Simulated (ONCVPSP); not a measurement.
# technetium (Tc), ONCV: configuration errors across variants

* Element: technetium (Tc)
* Generator: ONCVPSP 4.0.1
* Type: optimised norm-conserving Vanderbilt (ONCV)
* Functional: LDA (Perdew-Wang 92)
* Relativity: scalar-relativistic
* Frozen core: [Ar] 3d10
* Valence charge: 15
* Reference configuration: 4s2 4p6 4d5 5s2
* Partial waves: 4s+5s: rc 1.55 bohr, ncon 3, nbas 6, qcut 7.2 1/bohr, 2 projectors; 4p: rc 1.55 bohr, ncon 3, nbas 6, qcut 9.6 1/bohr, 2 projectors, debl 1.3 Ha; 4d: rc 2.25 bohr, ncon 3, nbas 7, qcut 7.7 1/bohr, 2 projectors, debl 0.6 Ha
* Local potential: polynomial inside 1.15 bohr (lpopt 5, dvloc0 0 Ha)
* Core correction: Teter function, fcfact 5.75, rcfact 1.1

In the p channel the program set the typed energies aside and used -1.668, 0.250 Ha.

All-electron excitation energies from the reference (eV): (1) 4s2 4p6 4d5 5s1 8.424; (2) 4s2 4p6 4d5 5s0 23.619; (3) 4s2 4p6 4d4 5s0 52.548; (4) 4s2 4p6 4d5.5 5s1.5 -0.600.

1 further variants failed, have other tests or another functional or relativity, and are left out.

Errors AE − PS in meV (a dash: test not solved or not reliable):

| change | (1) | (2) | (3) | (4) | bound ghosts | GHOST(+) flags above zero |
| --- | --- | --- | --- | --- | --- | --- |
| base | -1.4 | -5.2 | -1.9 | +0.4 | none | s |
| core correction Teter function, fcfact 5.75, rcfact 0.92 | -1.3 | -5.0 | -1.7 | +0.4 | none | s |
| s: nproj 4 | -1.4 | -5.2 | -1.8 | +0.4 | none | s |
| p: nbas 8 | -1.4 | -5.2 | -1.6 | +0.4 | none | s |

Problem. Give the same row for: core correction Teter function, fcfact 1.3, rcfact 1.1.

Solution. -1.3, -4.6, -1.6, +0.5; bound ghosts: none; GHOST(+) flags above zero: s.
